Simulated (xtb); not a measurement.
CHNO, triplet, at a GFN2-xTB geometry (a higher spin typed on purpose: for a closed-shell molecule this is an excited state), atoms displaced at random by about 0.02 Å a coordinate. Base run: GFN1-xTB in xtb.

xtb was given this input:
```
$ xtb mol.xyz --gfn 1 --uhf 2 --opt --json

# file mol.xyz
4

N     -1.07853856     0.25884583     0.18394003
C      0.12763369    -0.32545585     0.21558017
O      1.09401932     0.03230928    -0.43115257
H     -1.78304585    -0.16040386     0.81388618
```

Variants of this job, named by their change:

```tsv
change	ΔE vs base (kcal/mol)	optimiser steps
base	0.000	5
opt level = sloppy	0.001	4
alpb = dmso	-7.70	5
opt level = crude	0.008	3
opt level = lax	0.001	4
opt level = vtight	0.000	7
alpb = water	-7.11	5
opt level = tight	0.000	6
opt level = extreme	0.000	7
engine = lbfgs	0.000	-
```
